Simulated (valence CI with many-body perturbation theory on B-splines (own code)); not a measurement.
**Energy levels of P⁹⁺**

Calculated by valence CI with perturbative core correlation (CI+MBPT): four valence electrons over a frozen Dirac-Fock core [He], a basis of 11 s, 11 p, 9 d, 7 f, 5 g, 2 h, 1 i functions for each j, with the one-electron correlation potential Σ1, the two-electron term Σ2, the three-electron term Σ3, Breit, model QED; selected CI, second order for the rest, scaled by the run's own slope (own B-spline code, finite nucleus).

No measured levels were compared; by estimate levels of excited configurations hold to 0.05 to 0.15 % of their energy, terms of the ground configuration to about 0.5 %.

Levels 1 to 45 of 78, with energies above the lowest level, 2s2.2p2 3P_0. "Leading %" is the weight of the configuration and term that name the level; weights of strongly mixed levels are sums over their largest components and can fall short. In the jj column 3d3/2^4 stands for four electrons in 3d with j = 3/2. Lifetimes count E1, E2, E3, M1 and M2 decay at the calculated energies, and are blank where another channel may lead or the interval is too uncertain; long ones can be off by a factor of two.

| No. | Configuration | Term | J | E (cm⁻¹) | Leading % | Leading jj | Second component | Lifetime |
| --- | --- | --- | --- | --- | --- | --- | --- | --- |
| 1 | 2s2.2p2 | 3P | 0 | 0 | 98 | 2s^2 2p1/2^2 (72 %) |  |  |
| 2 | 2s2.2p2 | 3P | 1 | 3676 | 98 | 2s^2 2p1/2 2p3/2 (98 %) |  | 1.12 s |
| 3 | 2s2.2p2 | 3P | 2 | 9023 | 98 | 2s^2 2p3/2^2 (57 %) |  | 487 ms |
| 4 | 2s2.2p2 | 1D | 2 | 59794 | 98 | 2s^2 2p1/2 2p3/2 (57 %) |  | 17.7 ms |
| 5 | 2s2.2p2 | 1S | 0 | 120170 | 95 | 2s^2 2p3/2^2 (70 %) | 5 % 2p4 1S | 2.19 ms |
| 6 | 2s.2p3 | 5S° | 2 | 167560 | 100 | 2s 2p1/2 2p3/2^2 (55 %) |  | 2.52 μs |
| 7 | 2s.2p3 | 3D° | 2 | 323210 | 99 | 2s 2p1/2 2p3/2^2 (66 %) |  | 371 ps |
| 8 | 2s.2p3 | 3D° | 3 | 323260 | 100 | 2s 2p1/2 2p3/2^2 (100 %) |  | 392 ps |
| 9 | 2s.2p3 | 3D° | 1 | 323420 | 99 | 2s 2p1/2 2p3/2^2 (44 %) |  | 359 ps |
| 10 | 2s.2p3 | 3P° | 1 | 380040 | 99 | 2s 2p1/2 2p3/2^2 (67 %) |  | 146 ps |
| 11 | 2s.2p3 | 3P° | 0 | 380060 | 100 | 2s 2p1/2 2p3/2^2 (100 %) |  | 145 ps |
| 12 | 2s.2p3 | 3P° | 2 | 380270 | 99 | 2s 2p3/2^3 (55 %) |  | 150 ps |
| 13 | 2s.2p3 | 1D° | 2 | 485000 | 99 | 2s 2p1/2 2p3/2^2 (77 %) |  | 50.0 ps |
| 14 | 2s.2p3 | 3S° | 1 | 490840 | 98 | 2s 2p1/2 2p3/2^2 (56 %) |  | 24.5 ps |
| 15 | 2s.2p3 | 1P° | 1 | 542350 | 98 | 2s 2p3/2^3 (40 %) |  | 31.1 ps |
| 16 | 2p4 | 3P | 2 | 742720 | 97 | 2p1/2^2 2p3/2^2 (72 %) |  | 42.9 ps |
| 17 | 2p4 | 3P | 1 | 749130 | 98 | 2p1/2 2p3/2^3 (98 %) |  | 42.1 ps |
| 18 | 2p4 | 3P | 0 | 751540 | 98 | 2p3/2^4 (60 %) |  | 41.9 ps |
| 19 | 2p4 | 1D | 2 | 793330 | 97 | 2p1/2 2p3/2^3 (72 %) |  | 80.0 ps |
| 20 | 2p4 | 1S | 0 | 902760 | 94 | 2p1/2^2 2p3/2^2 (58 %) | 5 % 2s2.2p2 1S | 36.0 ps |
| 21 | 2s2.2p.3s | 3P° | 0 | 1954100 | 95 | 2s^2 2p1/2 3s (95 %) |  | 6.06 ps |
| 22 | 2s2.2p.3s | 3P° | 1 | 1956200 | 90 | 2s^2 2p1/2 3s (81 %) | 5 % 2s2.2p.3s 1P° | 5.85 ps |
| 23 | 2s2.2p.3s | 3P° | 2 | 1963600 | 95 | 2s^2 2p3/2 3s (95 %) |  | 5.99 ps |
| 24 | 2s2.2p.3s | 1P° | 1 | 1977100 | 91 | 2s^2 2p3/2 3s (82 %) | 5 % 2s2.2p.3s 3P° | 3.74 ps |
| 25 | 2s2.2p.3p | 1P | 1 | 2036000 | 74 | 2s^2 2p1/2 3p1/2 (66 %) | 20 % 2s2.2p.3p 3D | 228 ps |
| 26 | 2s2.2p.3p | 3D | 1 | 2044500 | 74 | 2s^2 2p1/2 3p3/2 (29 %) | 18 % 2s2.2p.3p 1P | 200 ps |
| 27 | 2s2.2p.3p | 3D | 2 | 2046400 | 94 | 2s^2 2p1/2 3p3/2 (58 %) |  | 203 ps |
| 28 | 2s2.2p.3p | 3D | 3 | 2052700 | 95 | 2s^2 2p3/2 3p3/2 (95 %) |  | 207 ps |
| 29 | 2s2.2p.3p | 3S | 1 | 2059900 | 80 | 2s^2 2p3/2 3p3/2 (48 %) | 11 % 2s2.2p.3p 3P | 64.8 ps |
| 30 | 2s2.2p.3p | 3P | 0 | 2063700 | 88 | 2s^2 2p1/2 3p1/2 (66 %) | 7 % 2s.2p2.3s 3P | 38.6 ps |
| 31 | 2s2.2p.3p | 3P | 1 | 2067400 | 76 | 2s^2 2p3/2 3p1/2 (70 %) | 12 % 2s2.2p.3p 3S | 40.9 ps |
| 32 | 2s2.2p.3p | 3P | 2 | 2070000 | 87 | 2s^2 2p3/2 3p3/2 (50 %) | 7 % 2s.2p2.3s 3P | 39.1 ps |
| 33 | 2s2.2p.3p | 1D | 2 | 2095600 | 94 | 2s^2 2p3/2 3p3/2 (41 %) |  | 135 ps |
| 34 | 2s2.2p.3p | 1S | 0 | 2126400 | 95 | 2s^2 2p3/2 3p3/2 (70 %) |  | 53.1 ps |
| 35 | 2s.2p2.3s | 5P | 1 | 2133700 | 99 | 2s 2p1/2 2p3/2 3s (41 %) |  | 7.82 ps |
| 36 | 2s.2p2.3s | 5P | 2 | 2137000 | 99 | 2s 2p1/2 2p3/2 3s (84 %) |  | 7.75 ps |
| 37 | 2s2.2p.3d | 3F° | 2 | 2140700 | 69 | 2s^2 2p1/2 3d3/2 (93 %) | 26 % 2s2.2p.3d 1D° | 5.95 ps |
| 38 | 2s.2p2.3s | 5P | 3 | 2141400 | 99 | 2s 2p3/2^2 3s (63 %) |  | 7.66 ps |
| 39 | 2s2.2p.3d | 3F° | 3 | 2145500 | 93 | 2s^2 2p1/2 3d5/2 (56 %) |  | 23.4 ps |
| 40 | 2s2.2p.3d | 1D° | 2 | 2147300 | 67 | 2s^2 2p3/2 3d5/2 (36 %) | 25 % 2s2.2p.3d 3F° | 2.16 ps |
| 41 | 2s2.2p.3d | 3F° | 4 | 2150600 | 96 | 2s^2 2p3/2 3d5/2 (96 %) |  | 1.61 ns |
| 42 | 2s2.2p.3d | 3D° | 1 | 2162600 | 86 | 2s^2 2p1/2 3d3/2 (71 %) | 8 % 2s2.2p.3d 3P° | 649 fs |
| 43 | 2s2.2p.3d | 3D° | 2 | 2163900 | 72 | 2s^2 2p1/2 3d5/2 (54 %) | 20 % 2s2.2p.3d 3P° | 711 fs |
| 44 | 2s2.2p.3d | 3D° | 3 | 2167300 | 93 | 2s^2 2p3/2 3d5/2 (64 %) |  | 638 fs |
| 45 | 2s2.2p.3d | 3P° | 2 | 2172000 | 73 | 2s^2 2p3/2 3d5/2 (54 %) | 21 % 2s2.2p.3d 3D° | 958 fs |

Names give the largest LS component (configuration and term), which can be under half, so a name can repeat, a term be missing and a line seem to break the LS rules; names also repeat where a configuration has a term twice.

The ionisation energy to 2s2.2p 2P°_1/2 of the next ion comes out as 424.56 eV (NIST: 424.4 ± 0.09 eV (semi-empirical)). All 78 levels together are meant to be complete up to 2329200 cm⁻¹.
